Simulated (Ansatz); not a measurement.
The cluster Li7 was relaxed with PBE (def2-TZVP, def2-TZVPD) in Ansatz in these states: charge -1 singlet, neutral doublet. The geometries follow in no particular order.

A:

```
atom    x (Å)    y (Å)    z (Å)
 Li1   1.4828  -0.7200   1.8466
 Li2   1.4478  -1.8206  -0.8468
 Li3  -1.8115   1.5698  -0.6180
 Li4  -0.5320   1.3752   1.9883
 Li5   1.1763   1.1642  -0.4904
 Li6  -0.5874  -0.4047  -2.3703
 Li7  -1.1761  -1.1638   0.4905
```

B:

Cartesian coordinates in Å:
```
Li 1.423 1.046 1.885
Li 0.035 2.560 -0.351
Li -0.902 -2.227 -0.951
Li 0.845 -1.915 1.514
Li -1.174 0.127 0.818
Li -1.401 0.538 -2.100
Li 1.175 -0.129 -0.815
```

Problem. Judge from the bond lengths which geometry belongs to which state (an estimate).

Solution. A is the charge -1 singlet (Li5–Li7 3.452 Å, Li1–Li4 2.910 Å, Li3–Li4 2.910 Å); B is the neutral doublet (Li5–Li7 2.872 Å, Li1–Li4 3.040 Å, Li3–Li4 3.037 Å).

A triplet lies near this restricted singlet, and broken spin symmetry wasn't tried. At PBE/def2-TZVPD the highest occupied level of the relaxed charge -1 singlet lies above zero (up to 0.33 eV). By energy differences its removal costs 0.94 eV (each at its own geometry, to the charge 0 doublet, at PBE/def2-TZVPD); the vertical value is larger still, so the positive level points to self-interaction error. These are the stationary points nearest to one start from a short search; other shapes may lie lower in each state.
